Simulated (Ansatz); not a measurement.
(KH)2 ring (K₂H₂). Total charge 0; singlet. Geometry PBE0-D4/def2-TZVP; atoms count from 1.

Cartesian coordinates in Å:
```
K 0.675 -1.590 -0.453
H 1.518 0.735 -0.316
K -0.675 1.590 0.453
H -1.518 -0.735 0.316
```

Estimate the Mulliken populations from the PBE0/def2-TZVP orbitals of Ansatz.


| atom | charge (e) |
| --- | --- |
| K1 | 0.43 |
| H2 | -0.43 |
| K3 | 0.43 |
| H4 | -0.43 |
Mulliken values and Mayer orders depend strongly on the basis.
